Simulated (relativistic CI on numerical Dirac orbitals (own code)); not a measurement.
# Radial parameters of Ho XXXI

Computed by Dirac-Coulomb-Breit CI, separate exchange-only KLI orbitals for each configuration, a model potential for QED, unscaled Slater integrals (own radial code, finite nucleus).

Slater integrals F^k, G^k are unscaled and averaged over j, outside the closed core [Ar] 3d10; ζ comes from projecting the Hamiltonian with its Breit term on Σ l·s of the shell.

- 4s²4p⁶4d: ζ(4d) = 35034 cm⁻¹; <r>(4d) = 0.4904, <r^2>(4d) = 0.2746 (bohr units).
- 4s²4p⁵4d²: ζ(4p) = 281980, F^2(4d,4d) = 205190, F^4(4d,4d) = 139770, F^2(4p,4d) = 206900, G^1(4p,4d) = 257680, G^3(4p,4d) = 164950, ζ(4d) = 34880 cm⁻¹; <r>(4p) = 0.4861, <r^2>(4p) = 0.2671, <r>(4d) = 0.4904, <r^2>(4d) = 0.2747 (bohr units).
- 4s²4p⁶4f: ζ(4f) = 5258.9 cm⁻¹; <r>(4f) = 0.4666, <r^2>(4f) = 0.2468 (bohr units).

Problem. Give the Racah parameters of the d shell in 4s²4p⁵4d².

Solution. B = F²/49 − 5F⁴/441 = 2603 cm⁻¹ and C = 35F⁴/441 = 11093 cm⁻¹.

Averages of the first 10 configurations, taken without configuration mixing, which lowers the lowest level and can move excited configurations by several eV; other configurations of the list can lie among them:

| Configuration | Parity | States | Average energy above the lowest level (eV) |
| --- | --- | --- | --- |
| 4s²4p⁶4d | even | 10 | 8.6 |
| 4s²4p⁵4d² | odd | 270 | 166.7 |
| 4s²4p⁶4f | odd | 14 | 175.9 |
| 4s4p⁶4d² | even | 90 | 294.4 |
| 4s²4p⁵4d4f | even | 840 | 331.9 |
| 4s4p⁶4d4f | odd | 280 | 459.8 |
| 4s²4p⁶5s | even | 2 | 350.7 |
| 4s²4p⁶5p | odd | 6 | 403.1 |
| 4s²4p⁶5d | even | 10 | 475.0 |
| 4p⁶4d³ | even | 120 | 584.1 |
